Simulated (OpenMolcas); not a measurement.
**Fe2+: ligand-field states by method**

Fe2+ with its 6 nearest fluoride ions at 2.121 Å, on the Y site of Cs2NaYF6 (a = 9.075 Å, distance in the model lattice 2.178 Å). The rest of the host is ab initio model potentials to 7.6 Å, with orthogonalisation functions on the cations behind the ligands, and point charges beyond; the distance is set by hand and nothing relaxes, and no local charge compensation is placed. Ligand basis ANO-RCC-VDZP.
```
Fe    0.0000    0.0000    0.0000
F     2.1210    0.0000    0.0000
F     0.0000    2.1210    0.0000
F    -2.1210    0.0000    0.0000
F     0.0000   -2.1210    0.0000
F     0.0000    0.0000    2.1210
F     0.0000    0.0000   -2.1210
```

* Program: OpenMolcas
* Basis: ANO-RCC-VTZP [6s5p3d2f1g]
* Scalar Hamiltonian: DKH2, point nucleus
* Active space: 6 electrons in 5 orbitals (3d)
* State averaging: 2S+1 = 5 even, 5 roots; 2S+1 = 3 even, 45 roots; 2S+1 = 1 even, 50 roots
* Spin-orbit coupling: state interaction with AMFI integrals over the reference wave functions

I. CASSCF
II. SS-CASPT2, IPEA 0.25 Eh, imaginary shift 0.1 Eh (closed shells correlated: 3s 3p and the ligand valence shells)

Spin-free states (labels of O, the rotations of Oh) in cm-1, each column counted from its own energy of the first state listed:

| State | Degeneracy | I | II |
| --- | --- | --- | --- |
| 5T2 | 3 | 0 | 0 |
| 5E | 2 | 6819 | 8110 |
| 3T1 | 3 | 18187 | 15190 |
| 3T2 | 3 | 20933 | 17000 |
| 3T1 | 3 | 23195 | 20320 |
| 1A1 | 1 | 23646 | 19600 |
| 3E | 2 | 25708 | 22630 |
| 3T2 | 3 | 26001 | 21560 |
| 3T1 | 3 | 26572 | 22480 |
| 1T1 | 3 | 28212 | 24100 |
| 3A2 | 1 | 30002 | 26000 |
| 3T2 | 3 | 30091 | 25910 |
| 3T1 | 3 | 30558 | 28160 |
| 3E | 2 | 31668 | 28620 |
| 1T2 | 3 | 32502 | 27840 |
| 3A1 | 1 | 34163 | 31030 |
| 1E | 2 | 34663 | 30170 |
| 1A1 | 1 | 35601 | 30110 |
| 3T1 | 3 | 36260 | 34930 |
| 1T2 | 3 | 37147 | 32480 |

From I to II, I's first state of the same spin (5E) moves from 6819 to 8110 cm-1, by about +1300 cm-1.

From I to II, I's first state of another spin (3T1) moves from 18187 to 15190 cm-1, by about -3000 cm-1.

χT at 300 K: I 4.11, II 4.09 cm3 K/mol.

Roots that are degenerate in the reference are averaged as groups; the widest CASPT2 spread within a group is 200 cm-1 (the 3-fold group of multiplicity 1 near 32900 cm-1 above the lowest state of its run, II). Shifts and gaps below about the spread of the groups concerned are not significant. Over all roots computed the reference weight is 0.71 to 0.73 in II; a low but even weight reflects the number of correlated electrons. An orbital triplet at a regular site is open to Jahn-Teller coupling, which can distort the site and quench the lowest spin-orbit gaps and is left out. Ligand-to-metal charge-transfer states are missing. Without dynamic correlation the repulsion within the d shell is too large (B by tens of per cent), so at a given field states of lower spin stand too high (holds for I). With no ligand orbital active B as a rule stays too high, so bands that hang on it stand too high and its fall with covalency is understated (holds for I). With metal d orbitals alone and no dynamic correlation 10Dq can be off by a tenth to a fifth, either way, in oxide and fluoride hosts (holds for I). A single d shell leaves out the double-shell effect, which counts most for late 3d ions, where the CASPT2 field can be off either way by tens of per cent (holds for II). These CASPT2 states fit no ligand-field parameters well, so their order and spin gaps are uncertain (holds for II). For late 3d ions with one d shell CASPT2 can put B and the spin-flip bands somewhat low as well as high (holds for II). With one d shell and no ligand orbital active, 10Dq can be off by tens of per cent for divalent 3d ions, low with halides held by bare charges and at times high in hosts (holds for II). Free-ion shares, where given, are those of the reference states; single-state CASPT2 does not remix them (holds for II). No measured value stands beside these numbers; the geometry was set by hand and not optimised.
